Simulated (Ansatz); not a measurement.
H4AlBN, SMILES `[BH2][Al-][NH2]` (singlet; the order of the spin states depends on the level) (charge -1, multiplicity 1). This singlet lies 0.18 eV below the relaxed triplet at the level B3LYP/aug-cc-pVTZ // PBE0-D3(BJ)/def2-TZVPD (Ansatz, a first-principles code); other levels give the other order.

Cartesian coordinates (Å):
```xyz
7

B     -1.6892     0.3174     0.0526
Al     0.0634    -0.5880    -0.5309
N      1.7612    -0.2316     0.0343
H     -2.2641     1.0511    -0.7332
H     -2.4674    -0.3067     0.7538
H      2.0126     0.4710     0.7138
H      2.5835    -0.7132    -0.2903
```
Charge -1, spin multiplicity 1.

Frozen-core energies in aug-cc-pVDZ from Ansatz at a geometry from PBE0-D3(BJ)/def2-TZVPD; the HF reference has <S^2> = 0.00 (restricted, and unstable towards unrestricted orbitals) and the T1 diagnostic is 0.036.

```json
[
 {"level": "HF", "energy (Ha)": "-323.34704"},
 {"level": "MP2", "energy (Ha)": "-323.70476"},
 {"level": "CCSD", "energy (Ha)": "-323.74561"},
 {"level": "CCSD(T)", "energy (Ha)": "-323.76231"}
]
```

Estimate the energies of CCSDT and CCSDT(Q), and give each level's difference from CCSDT(Q).


```
level     energy (Ha)  difference from CCSDT(Q) (mHa)
--------  -----------  ------------------------------
MP2        -323.70476                           60.68
CCSD       -323.74561                           19.83
CCSD(T)    -323.76231                            3.14
CCSDT      -323.76403                            1.42
CCSDT(Q)   -323.76545                            0.00
```
